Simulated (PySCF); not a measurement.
Deuteron quadrupole couplings in `C=C1CCC[C@H](C)C1`

C₈H₁₄.
Geometry (GFN2-xTB, Å), atoms numbered from 1 in this order:
```
atom  x, y, z in Å
C1    -2.0139    1.7205   -0.6158
C2    -1.1888    0.9234    0.0415
C3    -1.6440   -0.3037    0.7748
C4    -0.9222   -1.5331    0.2168
C5     0.5898   -1.3437    0.2850
C6     1.0193   -0.0969   -0.4884
C7     2.5321    0.0915   -0.4316
C8     0.2957    1.1308    0.0804
H9    -1.6640    2.5880   -1.1503
H10   -3.0765    1.5447   -0.6395
H11   -2.7243   -0.4259    0.6820
H12   -1.4029   -0.2012    1.8371
H13   -1.2230   -1.6807   -0.8233
H14   -1.2134   -2.4221    0.7806
H15    0.8979   -1.2433    1.3290
H16    1.0905   -2.2230   -0.1268
H17    0.7188   -0.2167   -1.5359
H18    2.8632    0.2114    0.5982
H19    3.0397   -0.7720   -0.8562
H20    2.8306    0.9748   -0.9921
H21    0.6136    1.2743    1.1176
H22    0.5716    2.0224   -0.4848
```

Level: PBE0/pcSseg-1 (PySCF, non-relativistic); Q(2H) = 0.00286 b; rigid geometry, the same for H and D, with no vibrational averaging.

Question: Rank these positions by the coupling χzz of a deuteron there, largest first.
A. H17 (methine hydrogen)
B. H9 (vinylic hydrogen)
C. H16 (methylene hydrogen)
D. H18 (methyl hydrogen)

Answer: B (227 kHz), D (211 kHz), C (205 kHz), A (197 kHz).

Tabulate Vzz, the asymmetry η and χzz = 234.96 MHz × Q × Vzz for every hydrogen position.

```tsv
atom	bonded to	bond length (Å)	Vzz (au)	η	χzz (kHz)
H9	C1	1.077	0.3384	0.06	227
H10	C1	1.077	0.3384	0.06	227
H11	C3	1.091	0.3058	0.02	205
H12	C3	1.094	0.3009	0.01	202
H13	C4	1.093	0.3016	0.01	203
H14	C4	1.092	0.3053	0.01	205
H15	C5	1.093	0.3024	0.01	203
H16	C5	1.092	0.3051	0.02	205
H17	C6	1.096	0.2933	0.00	197
H18	C7	1.088	0.3139	0.02	211
H19	C7	1.088	0.3156	0.02	212
H20	C7	1.088	0.3156	0.02	212
H21	C8	1.094	0.3005	0.01	202
H22	C8	1.091	0.3056	0.02	205
```

How does χzz go with the bond length over the 14 C–H bonds?

A straight-line fit has a slope of -15.5 kHz for each 0.01 Å, with a correlation coefficient of -1.00, over lengths from 1.077 to 1.096 Å. The longer bonds have the smaller couplings here.

Give the 2H NMR doublet splittings at H21 for a magnetic field along the z, y and x axes of the gradient: 3χ/2, 3χ(1 + η)/4, 3χ(1 − η)/4.

With |χ| = 201.9 kHz and η = 0.010: 303, 153 and 150 kHz, to first order and without motion.

Isolated species at its GFN2-xTB geometry (one conformer only). GFN2-xTB bond lengths can be off by several hundredths of an ångström, more for odd bonds, and the gradients follow them. With so small a basis the couplings can be 20 % off.
